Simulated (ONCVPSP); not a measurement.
# Varying the ONCV potential for zirconium

Base potential:

ONCVPSP 4.0.1 input, shortened (lines: element, Z, core and valence counts, functional; n l f; lmax; l rc ep ncon nbas qcut; lloc lpopt rc5 dvloc0; l nproj debl; icmod fcfact rcfact), PBE, scalar-relativistic:

```
  Zr 40.00    7    3        4      upf
    1    0    2.00
    2    0    2.00
    2    1    6.00
    3    0    2.00
    3    1    6.00
    3    2   10.00
    4    0    2.00
    4    1    6.00
    4    2    2.00
    5    0    2.00
    3
    0    3.00    0.00    5   10    2.40
    1    1.90    0.00    5   10    8.30
    2    2.30    0.00    4    9    8.10
    3    2.90    0.04    3    8    3.50
    4    5    1.80    3.00
    0    2    2.50
    1    2    3.80
    2    2    3.10
    3    1    1.60
    2    0.50    1.20
```

All-electron outer shells of the reference configuration (PBE, scalar-relativistic, ld1.x):

```tsv
shell	level (eV)	outermost node (bohr)	outermost maximum (bohr)
4s	-54.50	0.55	1.08
4p	-32.46	0.56	1.17
5s	-4.44	1.47	3.15
4d	-3.60	0.58	1.59
```

Cutoffs, loose and tight: the cutoffs (Ha) at which the residual kinetic energy of the hardest occupied pseudo-wave falls to 1 and 0.1 mHa per electron. They do not see the model core or the augmentation charge, which bear on the density cutoff. Test errors are all-electron minus pseudo excitation energies from the reference, over the configurations 4p6 4d2 5s1; 4p6 4d2 5s0; 4p6 4d1 5s0; 4p6 4d3 5s1. A dash means not determined; rows that change the core or the reference have their own tests. The largest error is taken over the tests solved by every variant that gives reliable tests at all: 4p6 4d2 5s0; 4p6 4d2 5s1; 4p6 4d3 5s1.

A true bound ghost makes a file unfit for plane-wave use even where its test errors are small: the radial tests pick states by their node count and pass the ghost by.

| change | outcome | cutoff, loose | cutoff, tight | bound ghosts | GHOST(+) flags above zero | largest test error (meV) |
| --- | --- | --- | --- | --- | --- | --- |
| base | generated | 20 Ha | 26 Ha | none | s | -33 |
| core [Ar] 3d10, valence charge 12; reference 4s2 4p6 4d2 5s1.75 5p0.25; waves now 4s+5s: rc 1.60 bohr, ncon 4, nbas 8, qcut 8.9 1/bohr, 2 projectors; 4p+5p: rc 2.30 bohr, ncon 4, nbas 6, qcut 6.5 1/bohr, 3 projectors, debl 2.9 Ha; 4d: rc 1.70 bohr, ncon 3, nbas 7, qcut 5.9 1/bohr, 2 projectors, debl 3.7 Ha; f scattering state at 0.29 Ha: rc 2.05 bohr, ncon 3, nbas 7, qcut 4.9 1/bohr, 3 projectors, debl 2.3 Ha; local potential polynomial inside 1.20 bohr (lpopt 5, dvloc0 2 Ha) | failed: ERROR pspot: first pseudo wave function has node, program will stop | – | – | – | – | – |
| core correction Teter function, fcfact 3.5, rcfact 1.55 | generated | 20 Ha | 26 Ha | none | s | -33 |
| d: debl 3.9 | generated | 20 Ha | 26 Ha | none | s | -33 |
| f: qcut 3.8 | generated | 20 Ha | 26 Ha | none | s | -33 |
| s: qcut 2 | generated | 20 Ha | 26 Ha | none | s | -29 |
| local potential polynomial inside 1.80 bohr (lpopt 5, dvloc0 6.5 Ha) | generated | 20 Ha | 26 Ha | none | s | -33 |
| local potential polynomial inside 1.25 bohr (lpopt 5, dvloc0 -1 Ha) | generated | 20 Ha | 26 Ha | s | s, f | -33 |

(1) What comes out with this change to the base: d: rc 2.78?

(2) What comes out with this change to the base: functional LDA (Perdew-Zunger)?

## Answers

(1) outcome: generated; cutoff, loose: 20 Ha; cutoff, tight: 26 Ha; bound ghosts: none; GHOST(+) flags above zero: s; largest test error (meV): -25.

(2) outcome: generated; cutoff, loose: 20 Ha; cutoff, tight: 25 Ha; bound ghosts: none; GHOST(+) flags above zero: s; largest test error (meV): -30.
